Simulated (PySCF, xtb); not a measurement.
In(AsH2)(H)2 (AsH₄In), SMILES [AsH2][InH2].

xtb 6.7.1 with GFN2-xTB at its own geometry gives an orbital gap of 3.73 eV and a dipole moment of 1.87 D.

Geometry: r2SCAN-D4/def2-TZVP. The def2 effective core potentials stand for the cores of In; spin–orbit coupling is left out.

Task: What does B3LYP/def2-TZVPD in PySCF give? (The exact figures need the calculation; the answer reports its results.)

Result: gap 4.64 eV (levels -6.76 and -2.12 eV), dipole 0.41 D.
